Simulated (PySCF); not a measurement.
Potential energy curve for KH, singlet.

- UKS-LDA (SVWN5) = unrestricted LDA (SVWN5)/def2-TZVP in PySCF
- RHF/def2-TZVP (PySCF)
- UKS-r2SCAN = unrestricted r2SCAN/def2-TZVP run with PySCF
- RKS-CAM-B3LYP = restricted CAM-B3LYP/def2-TZVP (PySCF)

Energies are in mEh, each relative to the lowest point of its own curve near equilibrium.

```json
[
 {"R / Å": "1.80", "UKS-LDA (SVWN5)": "18.7", "RHF": "28.6", "UKS-r2SCAN": "22.9", "RKS-CAM-B3LYP": "21.8"},
 {"R / Å": "1.92", "UKS-LDA (SVWN5)": "8.6", "RHF": "15.0", "UKS-r2SCAN": "11.3", "RKS-CAM-B3LYP": "10.4"},
 {"R / Å": "2.03", "UKS-LDA (SVWN5)": "3.2", "RHF": "7.1", "UKS-r2SCAN": "4.9", "RKS-CAM-B3LYP": "4.2"},
 {"R / Å": "2.15", "UKS-LDA (SVWN5)": "0.5", "RHF": "2.2", "UKS-r2SCAN": "…", "RKS-CAM-B3LYP": "0.8"},
 {"R / Å": "2.20", "UKS-LDA (SVWN5)": "0.0", "RHF": "1.0", "UKS-r2SCAN": "0.4", "RKS-CAM-B3LYP": "…"},
 {"R / Å": "2.26", "UKS-LDA (SVWN5)": "0.0", "RHF": "0.2", "UKS-r2SCAN": "0.0", "RKS-CAM-B3LYP": "0.0"},
 {"R / Å": "2.35", "UKS-LDA (SVWN5)": "0.7", "RHF": "0.0", "UKS-r2SCAN": "…", "RKS-CAM-B3LYP": "0.5"},
 {"R / Å": "2.41", "UKS-LDA (SVWN5)": "…", "RHF": "0.4", "UKS-r2SCAN": "…", "RKS-CAM-B3LYP": "1.3"},
 {"R / Å": "2.46", "UKS-LDA (SVWN5)": "2.5", "RHF": "1.0", "UKS-r2SCAN": "…", "RKS-CAM-B3LYP": "2.3"},
 {"R / Å": "2.65", "UKS-LDA (SVWN5)": "7.4", "RHF": "4.9", "UKS-r2SCAN": "6.0", "RKS-CAM-B3LYP": "7.2"},
 {"R / Å": "2.81", "UKS-LDA (SVWN5)": "12.4", "RHF": "9.7", "UKS-r2SCAN": "10.8", "RKS-CAM-B3LYP": "12.5"},
 {"R / Å": "3.06", "UKS-LDA (SVWN5)": "20.8", "RHF": "18.5", "UKS-r2SCAN": "19.1", "RKS-CAM-B3LYP": "21.7"},
 {"R / Å": "3.37", "UKS-LDA (SVWN5)": "31.3", "RHF": "30.3", "UKS-r2SCAN": "28.9", "RKS-CAM-B3LYP": "33.6"},
 {"R / Å": "3.77", "UKS-LDA (SVWN5)": "42.4", "RHF": "45.2", "UKS-r2SCAN": "38.6", "RKS-CAM-B3LYP": "48.0"},
 {"R / Å": "4.06", "UKS-LDA (SVWN5)": "48.4", "RHF": "55.3", "UKS-r2SCAN": "43.9", "RKS-CAM-B3LYP": "57.5"},
 {"R / Å": "4.56", "UKS-LDA (SVWN5)": "55.8", "RHF": "71.0", "UKS-r2SCAN": "50.5", "RKS-CAM-B3LYP": "71.7"},
 {"R / Å": "5.01", "UKS-LDA (SVWN5)": "60.2", "RHF": "83.3", "UKS-r2SCAN": "54.7", "RKS-CAM-B3LYP": "82.2"},
 {"R / Å": "5.58", "UKS-LDA (SVWN5)": "63.9", "RHF": "96.5", "UKS-r2SCAN": "58.2", "RKS-CAM-B3LYP": "93.0"},
 {"R / Å": "6.09", "UKS-LDA (SVWN5)": "66.0", "RHF": "106.3", "UKS-r2SCAN": "60.2", "RKS-CAM-B3LYP": "100.6"},
 {"R / Å": "6.82", "UKS-LDA (SVWN5)": "67.7", "RHF": "117.1", "UKS-r2SCAN": "61.8", "RKS-CAM-B3LYP": "108.6"},
 {"R / Å": "7.88", "UKS-LDA (SVWN5)": "69.0", "RHF": "127.8", "UKS-r2SCAN": "62.8", "RKS-CAM-B3LYP": "116.1"},
 {"R / Å": "9.03", "UKS-LDA (SVWN5)": "69.5", "RHF": "135.4", "UKS-r2SCAN": "64.9", "RKS-CAM-B3LYP": "121.2"}
]
```

Problem. Fill in the missing entries.

Solution. 
- 2.15, UKS-r2SCAN: 1.1
- 2.20, RKS-CAM-B3LYP: 0.2
- 2.35, UKS-r2SCAN: 0.3
- 2.41, UKS-LDA (SVWN5): 1.6
- 2.41, UKS-r2SCAN: 0.9
- 2.46, UKS-r2SCAN: 1.7

The unrestricted determinant behind UKS-LDA (SVWN5) is spin-contaminated at 3.77 to 9.03 Å (<S²> up to 0.8, against 0.00 for a pure singlet). At the longest distance UKS-LDA (SVWN5), RKS-CAM-B3LYP leaves fractional charges on the fragments, a sign of delocalisation error or of the restricted form. The restricted form behind RHF, RKS-CAM-B3LYP keeps the bonding electrons paired and can't separate into open-shell fragments. The unrestricted determinant behind UKS-r2SCAN is spin-contaminated at 3.37 to 9.03 Å (<S²> up to 1.0, against 0.00 for a pure singlet).
